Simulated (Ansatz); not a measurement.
tungsten atom (W), quintet (typed; the unrestricted solution is spin-contaminated) (core potentials on W). Base run: PBE0/def2-SVP run with Ansatz (a first-principles code).

Ansatz was given this input:
Ansatz 0.2 input:
```yaml
crystal:
  periodic: [false, false, false]
  atoms:
    - {symbol: W, position_ang: [0.00000000, 0.00000000, 0.00000000]}
basis:
  gaussian:
    orbitals: def2-SVP
hamiltonian:
  xc: pbe0
magnetization: {spin_polarized: true, initial_magnetization: 4}
```

Variants of this job, named by their change:

```json
[
 {"change": "base", "basis functions": "32", "E (Eh)": "-66.90479"},
 {"change": "basis = def2-SV(P)", "basis functions": "25", "E (Eh)": "-66.90408"},
 {"change": "basis = def2-SVPD", "basis functions": "35", "E (Eh)": "-66.90482"},
 {"change": "basis = def2-TZVP", "basis functions": "40", "E (Eh)": "-66.90998"},
 {"change": "basis = def2-TZVPD", "basis functions": "43", "E (Eh)": "-66.91000"},
 {"change": "basis = def2-TZVPP", "basis functions": "56", "E (Eh)": "-66.91068"},
 {"change": "basis = def2-QZVP", "basis functions": "[?]", "E (Eh)": "[?]"},
 {"change": "basis = def2-QZVPP", "basis functions": "[?]", "E (Eh)": "[?]"}
]
```

Task: What belongs in the gaps?

Result: 
- basis = def2-QZVP, basis functions: 72
- basis = def2-QZVP, E (Eh): -66.91157
- basis = def2-QZVPP, basis functions: 81
- basis = def2-QZVPP, E (Eh): -66.91168

Totals compare only among sets that treat the same electrons; sets with core potentials leave the core out.
